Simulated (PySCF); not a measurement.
Cost against size for one kind of job: GIAO PBE0/pcSseg-1 NMR shielding, non-relativistic, gas phase (PySCF); work: shieldings, ring-centre shieldings, charges and field gradients. Hardware: Arm Neoverse V1, one thread, on a shared host. Times come from a shared host and carry two figures at best.

```json
{"species (SMILES)": "N#Cc1ccc(=O)oc1", "atoms": "12", "electrons": "62", "basis functions": "168", "SCF cycles": "16", "wall time": "20 s"}
{"species (SMILES)": "[SiH3][SiH2]NC1CC1", "atoms": "17", "electrons": "64", "basis functions": "171", "SCF cycles": "12", "wall time": "21 s"}
{"species (SMILES)": "CNC1[SiH2]C[SiH2]1", "atoms": "17", "electrons": "64", "basis functions": "171", "SCF cycles": "12", "wall time": "?"}
{"species (SMILES)": "C[Si@@H]1CC[SiH2]N1", "atoms": "17", "electrons": "64", "basis functions": "171", "SCF cycles": "12", "wall time": "20 s"}
{"species (SMILES)": "COc1ccoc(=O)c1", "atoms": "15", "electrons": "66", "basis functions": "183", "SCF cycles": "16", "wall time": "25 s"}
```

Q: Estimate the withheld figures.

A: `CNC1[SiH2]C[SiH2]1`: 26 s.
